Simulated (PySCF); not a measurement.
C5H13O2P.
Atom-mapped SMILES: `[CH3:1][CH:2]([CH3:3])[CH2:4][P@:5]([CH3:6])(=[O:7])[OH:8]` (hydrogens: H9, H10, H11 on C1; H12 on C2; H13, H14, H15 on C3; H16, H17 on C4; H18, H19, H20 on C6; H21 on O8)

The same species was optimised twice, with GFN2-xTB and with PBE0-D3(BJ)/def2-SVP (PySCF), and the same property calculations (PySCF, gas phase) were run on both structures.

```json
{"coordinate": "P5–C6 (Å)", "GFN2-xTB": "1.832", "PBE0-D3(BJ)/def2-SVP": "1.807", "change": "-0.025"}
{"coordinate": "C4–P5 (Å)", "GFN2-xTB": "1.837", "PBE0-D3(BJ)/def2-SVP": "1.813", "change": "-0.024"}
{"coordinate": "P5=O7 (Å)", "GFN2-xTB": "1.470", "PBE0-D3(BJ)/def2-SVP": "1.493", "change": "+0.023"}
{"coordinate": "P5–O8 (Å)", "GFN2-xTB": "1.620", "PBE0-D3(BJ)/def2-SVP": "1.636", "change": "+0.016"}
{"coordinate": "C2–C4 (Å)", "GFN2-xTB": "1.526", "PBE0-D3(BJ)/def2-SVP": "1.533", "change": "+0.007"}
{"coordinate": "C1–C2 (Å)", "GFN2-xTB": "1.528", "PBE0-D3(BJ)/def2-SVP": "1.525", "change": "-0.003"}
{"coordinate": "C2–C3 (Å)", "GFN2-xTB": "1.525", "PBE0-D3(BJ)/def2-SVP": "1.526", "change": "+0.001"}
{"coordinate": "O7–P5–O8 (°)", "GFN2-xTB": "110.4", "PBE0-D3(BJ)/def2-SVP": "112.8", "change": "+2.4"}
{"coordinate": "C2–C4–P5 (°)", "GFN2-xTB": "113.7", "PBE0-D3(BJ)/def2-SVP": "115.6", "change": "+1.9"}
{"coordinate": "C3–C2–C4 (°)", "GFN2-xTB": "110.4", "PBE0-D3(BJ)/def2-SVP": "111.8", "change": "+1.4"}
{"coordinate": "C4–P5–O7 (°)", "GFN2-xTB": "117.7", "PBE0-D3(BJ)/def2-SVP": "116.3", "change": "-1.4"}
{"coordinate": "C6–P5–O7 (°)", "GFN2-xTB": "115.0", "PBE0-D3(BJ)/def2-SVP": "114.3", "change": "-0.7"}
{"coordinate": "C1–C2–C3 (°)", "GFN2-xTB": "110.7", "PBE0-D3(BJ)/def2-SVP": "111.3", "change": "+0.6"}
{"coordinate": "C4–P5–O8 (°)", "GFN2-xTB": "101.5", "PBE0-D3(BJ)/def2-SVP": "101.8", "change": "+0.3"}
{"coordinate": "C6–P5–O8 (°)", "GFN2-xTB": "103.0", "PBE0-D3(BJ)/def2-SVP": "102.8", "change": "-0.2"}
{"coordinate": "C1–C2–C4–P5 (°)", "GFN2-xTB": "-172", "PBE0-D3(BJ)/def2-SVP": "-170", "change": "+2"}
{"coordinate": "C2–C4–P5–C6 (°)", "GFN2-xTB": "59", "PBE0-D3(BJ)/def2-SVP": "66", "change": "+7"}
```

Rotational constants: A = 2778, B = 1036, C = 974.6 MHz (GFN2-xTB) against A = 2750, B = 1033, C = 961.3 MHz (PBE0-D3(BJ)/def2-SVP). Point groups within 0.08 Å: C1 and C1.

On the GFN2-xTB structure: HOMO (eV) -7.70 [PBE0/pcSseg-1]; LUMO (eV) 1.00 [PBE0/pcSseg-1]; dipole (D) 2.58 [PBE0/pcSseg-1]; GIAO shielding of C1 (ppm) 159.2 [PBE0/pcSseg-1]; GIAO shielding of C2 (ppm) 159.4 [PBE0/pcSseg-1]; GIAO shielding of C3 (ppm) 163.4 [PBE0/pcSseg-1]; GIAO shielding of C4 (ppm) 140.4 [PBE0/pcSseg-1]; GIAO shielding of P5 (ppm) 274.4 [PBE0/pcSseg-1]; GIAO shielding of C6 (ppm) 168.4 [PBE0/pcSseg-1]; GIAO shielding of O7 (ppm) 173.0 [PBE0/pcSseg-1]; GIAO shielding of O8 (ppm) 217.8 [PBE0/pcSseg-1].

Question: What do these properties become on the PBE0-D3(BJ)/def2-SVP structure?

Answer: 
```
                                    property          level  on GFN2-xTB  on PBE0-D3(BJ)/def2-SVP  change
                                   HOMO (eV)  PBE0/pcSseg-1        -7.70                    -7.64   +0.06
                                   LUMO (eV)  PBE0/pcSseg-1         1.00                     0.96   -0.04
                                  dipole (D)  PBE0/pcSseg-1         2.58                     2.62   +0.04
energy, GFN2-xTB geometry as zero (kcal/mol)  PBE0/pcSseg-1          0.0                     -1.9    -1.9
                  GIAO shielding of C1 (ppm)  PBE0/pcSseg-1        159.2                    156.7    -2.5
                  GIAO shielding of C2 (ppm)  PBE0/pcSseg-1        159.4                    158.2    -1.2
                  GIAO shielding of C3 (ppm)  PBE0/pcSseg-1        163.4                    161.8    -1.6
                  GIAO shielding of C4 (ppm)  PBE0/pcSseg-1        140.4                    141.7    +1.3
                  GIAO shielding of P5 (ppm)  PBE0/pcSseg-1        274.4                    269.0    -5.4
                  GIAO shielding of C6 (ppm)  PBE0/pcSseg-1        168.4                    167.8    -0.6
                  GIAO shielding of O7 (ppm)  PBE0/pcSseg-1        173.0                    169.2    -3.8
                  GIAO shielding of O8 (ppm)  PBE0/pcSseg-1        217.8                    217.0    -0.8
```

The heavy atoms differ by 0.070 Å rms after alignment. Among bonds between heavy atoms C4–P5 and P5–C6 change most and about equally (-0.025 to -0.024 Å). Changes are differences of the printed values. Neither structure is proved a minimum here.

Shape of the structure used: `[CH3:1][CH:2]([CH3:3])[CH2:4][P@:5]([CH3:6])(=[O:7])[OH:8]`: C1–C2–C4–P5 -170°, C2–C4–P5–C6 66°, H–O8–P5–C4 128°.
